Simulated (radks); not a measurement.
Values are calculated unless marked as measured or tabulated.
Trend from Lu to Hg: ionisation energy by Delta-SCF between NIST ground configurations, and size. Level of theory: scalar-relativistic Kohn-Sham, PBE, spin-unpolarised, spherical densities, finite nucleus; Fermi nuclear charge, rms radius of each element as measured or else 0.836 A^(1/3) + 0.57 fm (a radial shooting solver on a logarithmic mesh with Libxc functionals).

| species | configuration | configuration of the ion | IE (eV) | NIST (eV) | kind | outermost | <r> outermost (bohr) | r at 0.001 e/bohr^3 (bohr) |
|---|---|---|---|---|---|---|---|---|
| Lu | [Xe] 4f14 5d1 6s2 | [Xe] 4f14 6s2 | 5.257 | 5.426 | exp. | 6s | 3.64 | 5.06 |
| Hf | [Xe] 4f14 5d2 6s2 | [Xe] 4f14 5d1 6s2 | 6.501 | 6.825 | exp. | 6s | 3.45 | 4.99 |
| Ta | [Xe] 4f14 5d3 6s2 | [Xe] 4f14 5d3 6s1 | 8.465 | 7.550 | exp. | 6s | 3.30 | 4.89 |
| W | [Xe] 4f14 5d4 6s2 | [Xe] 4f14 5d4 6s1 | 8.880 | 7.864 | exp. | 6s | 3.18 | 4.79 |
| Re | [Xe] 4f14 5d5 6s2 | [Xe] 4f14 5d5 6s1 | 9.245 | 7.834 | exp. | 6s | 3.07 | 4.70 |
| Os | [Xe] 4f14 5d6 6s2 | [Xe] 4f14 5d6 6s1 | 9.573 | 8.438 | exp. | 6s | 2.98 | 4.61 |
| Ir | [Xe] 4f14 5d7 6s2 | [Xe] 4f14 5d7 6s1 | 9.875 | 8.967 | exp. | 6s | 2.90 | 4.52 |
| Pt | [Xe] 4f14 5d9 6s1 | [Xe] 4f14 5d9 | 9.188 | 8.959 | exp. | 6s | 2.93 | 4.36 |
| Au | [Xe] 4f14 5d10 6s1 | [Xe] 4f14 5d10 | 9.402 | 9.226 | exp. | 6s | 2.87 | 4.28 |
| Hg | [Hg] | [Xe] 4f14 5d10 6s1 | 10.681 | 10.438 | exp. | 6s | 2.70 | 4.31 |

Reference values: NIST Atomic Spectra Database (exp. = measured, semi-emp. = semi-empirical, theory = theoretical value adopted there). Spin polarisation and multiplet splitting are left out, so open shells lie too high by an amount that depends on their filling. Spin-orbit splitting is averaged out at the scalar-relativistic level.

Beside tabulated values, note that spin-unpolarised runs miss the spin-polarisation part of the exchange energy of open shells.
